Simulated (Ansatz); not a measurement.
`C=C(N)I` + H₂ → `C=CI` + NH₃ at 400 K and 1 bar (hydrogenolysis of a C–N bond).

Gas-phase electronic energies from Ansatz, PBE0-D4/def2-TZVP geometries. CCSD(T)/CBS is the MP2 limit (def2-TZVPP, def2-QZVPP) plus CCSD(T) − MP2 in def2-TZVPP, frozen cores. This one scheme is used for every species. Elements past krypton have def2 core potentials. For I outer-core shells are correlated without core-valence functions, which leaves a few kJ/mol of doubt a bond. One conformer a species, not always the lowest.

```csv
species,CCSD(T)/CBS energy (Eh),H − E (kJ/mol),S (J/(mol·K))
`C=C(N)I`,-430.62665,179.0,336.6
H₂,-1.17544,38.0,139.0
`C=CI`,-375.31882,128.2,301.1
NH₃,-56.50880,104.2,203.1
```

H − E and S are ideal-gas, rigid-rotor, harmonic terms from PBE0-D4/def2-TZVP, for one conformer and one mirror image of each species. The MP2-based limit puts H₂ 0.8 mEh under its directly extrapolated value; such offsets cancel only in part. 1 Eh = 2625.50 kJ/mol, R = 8.31446 J/(mol·K).

**Question.** By hand: ΔE, ΔH, ΔS and ΔG.

**Answer.** ΔE = (-375.31882) + (-56.50880) − (-430.62665) − (-1.17544) = -0.02553 Eh = -67.0 kJ/mol. Δ(H − E) = 128.2 + 104.2 − 179.0 − 38.0 = 15.4, so ΔH = -51.6 kJ/mol. ΔS = 301.1 + 203.1 − 336.6 − 139.0 = 28.6 J/(mol·K). ΔG = -51.6 − 400 × (28.6)/1000 = -63.0 kJ/mol.

**Question.** By hand: the equilibrium constant, and the temperature at which ΔG would vanish if ΔH and ΔS stayed fixed.

**Answer.** log₁₀ K = −ΔG/(RT ln 10) = 8.2. ΔH and −TΔS have one sign here, so there is no such temperature.

ΔH outweighs TΔS. A doubt of 5 kJ/mol in ΔE shifts log₁₀ K by 0.7 here. Other conformers and mirror images would add mixing entropy, several J/(mol·K) or more a flexible species. These are equilibria of isolated gas molecules and say nothing of rates. Largest T1 diagnostic: 0.010 (customary marks: 0.02 for closed shells, 0.045 for open ones).
